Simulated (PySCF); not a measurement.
Structure from NMR data

Molecular formula: C$_{6}$H$_{7}$FN$_{2}$Si. Simulated spectra:

¹H NMR (400 MHz, computed): δ 7.12 (m, 1H), 5.23 (m, 1H), 5.07 (m, 1H), 2.92 (s, 3H), 0.36 (br s, 1H).

¹³C{¹H} NMR (computed): δ 177.1 (C), 159.3 (CH), 134.1 (C), 118.9 (C), 105.0 (CH), 32.3 (CH3).

One computed conformer, no solvent model, relativity neglected, rapidly exchanging positions averaged. PBE0/pcSseg-1 with gauge-including orbitals; coordinates at the GFN2-xTB level; PySCF.

Scale: ¹H (31.72 ppm), ¹³C (186.93 ppm) against TMS (reference shieldings calculated alike).

Task: Deduce the structure.

Result: 
- The formula gives 5 degrees of unsaturation (1 ring in the answer).
- 6 carbon signals for 6 carbons: no two carbons are equivalent.
- Carbon types of the structure: 3 × C, 2 × CH, 1 × CH3, leaving 2 H on heteroatoms.
- δC 177.1, 134.1: fully substituted alkene carbon.
- δC 159.3, 105.0: alkene CH; an sp2 carbon of a C=C bond.
- δC 118.9: nitrile carbon; C≡N carbons fall here, among the sp2 signals but without a proton.
- δC 32.3: methyl carbon bonded to N; deshielded by the electronegative neighbour.
- δH 7.12, 5.23: hydrogen on an alkene CH; a vinylic proton, deshielded by the sp2 carbon and the C=C anisotropy.
- δH 2.92: hydrogen on a methyl carbon bonded to N; its carbon carries N, which withdraws density.
- δH 0.36: hydrogen on a nitrogen bonded to C, Si; labile proton, position sensitive to the medium.

Structure: `CN[Si@H]1C=C(F)C(C#N)=C1`.

The shifts were computed for this structure.

Exchangeable OH/NH protons stand at their gas-phase positions; hydrogen bonding in a real sample shifts them, mostly to higher δ. Splittings by ¹⁹F in the carbon and heteronuclear signals aren't shown, as no couplings were computed. Shifts are as computed. Against solution values, carbons near 30 ppm lie about +3 ppm off and those near 130 ppm about +5 ppm. Of 1309 compounds with measured shifts, 239 miss one by over three times the rms of a fit or turn the order of signals round; such compounds aren't used in these exercises. No couplings were computed; multiplicities are counted from neighbouring protons, with m where these are inequivalent, close in shift, in a saturated or five-membered ring or joined by F or P, and br s for small geminal =CH2 splittings.
